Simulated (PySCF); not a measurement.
This PySCF input asks for the NMR shieldings of `O=COc1ncsc1F`, C4H2FNO2S; the geometry comes from GFN2-xTB.

```python
import basis_set_exchange as bse
import numpy as np
from pyscf import gto, dft
from pyscf.prop import nmr

atoms = """
O     2.123060    0.185300    1.193601
C     2.236506    0.029396    0.020407
O     1.241846   -0.126717   -0.863441
C    -0.048281   -0.081436   -0.401038
N    -0.881178   -1.117694   -0.636731
C    -2.051135   -0.910348   -0.157517
S    -2.271729    0.603828    0.658346
C    -0.620298    0.950252    0.296666
F    -0.055197    2.098253    0.638356
H     3.186160   -0.014220   -0.533748
H    -2.854329   -1.613943   -0.240864
"""
names = dict.fromkeys(["O", "C", "N", "S", "F", "H"], "pcSseg-1")
basis = {el: gto.basis.parse(bse.get_basis(n, elements=[el], fmt="nwchem")) for el, n in names.items()}
mol = gto.M(atom=atoms, basis=basis, charge=0, verbose=0)
mf = dft.RKS(mol, xc="PBE0")
mf.grids.level = 2
mf.grids.alignment = dft.numint.BLKSIZE   # the property module wants whole blocks of grid points
mf.conv_tol = 1e-9
mf.kernel()

calc = nmr.RKS(mf)   # GIAO
C = mf.mo_coeff
Co = C[:, mf.mo_occ > 0]
resp = mf.gen_response(singlet=True, hermi=2)
def vind(x):   # induced exchange potential for any number of trial vectors
    d = np.einsum("pi,xij,qj->xpq", C, 2 * x.reshape(-1, C.shape[1], Co.shape[1]), Co, optimize=True)
    return np.einsum("xpq,pi,qj->xij", resp(d - d.transpose(0, 2, 1)), C, Co, optimize=True).ravel()
mo1, _ = nmr.rhf.solve_mo1(calc, with_cphf=vind)
sigma = calc.kernel(mo1)
for i, s in enumerate(sigma):   # ppm
    w = np.linalg.eigvalsh((s + s.T) / 2)
    print("%2d %-2s iso %8.1f  s11 %8.1f  s22 %8.1f  s33 %8.1f" % (i, mol.atom_pure_symbol(i), w.mean(), *w))
```

**Question.** What are the results?

**Answer.** 
```
 0 O  iso   -114.6  s11   -402.2  s22   -237.9  s33    296.2
 1 C  iso     25.4  s11    -84.8  s22     74.2  s33     86.8
 2 O  iso     94.7  s11    -48.1  s22    121.5  s33    210.7
 3 C  iso     45.0  s11     -0.2  s22     52.2  s33     82.9
 4 N  iso    -82.1  s11   -367.7  s22    -93.1  s33    214.6
 5 C  iso     47.8  s11    -36.5  s22     55.0  s33    125.0
 6 S  iso    255.9  s11     46.4  s22    319.4  s33    401.9
 7 C  iso     23.5  s11    -16.2  s22     24.1  s33     62.6
 8 F  iso    323.9  s11    256.1  s22    268.5  s33    447.1
 9 H  iso     23.5  s11     19.5  s22     23.2  s33     27.9
10 H  iso     23.9  s11     20.3  s22     23.5  s33     27.9
```

These numbers come from an equivalent density-fitted implementation of the same equations, which agrees with the script to about 0.01 ppm for H and up to a few tenths of a ppm for heavy atoms, so last digits may differ.

Size and cost of the density-fitted run: 170 basis functions, 20 s wall time on 1 thread of an Arm Neoverse V2, shared host; peak memory 0.74 GiB.
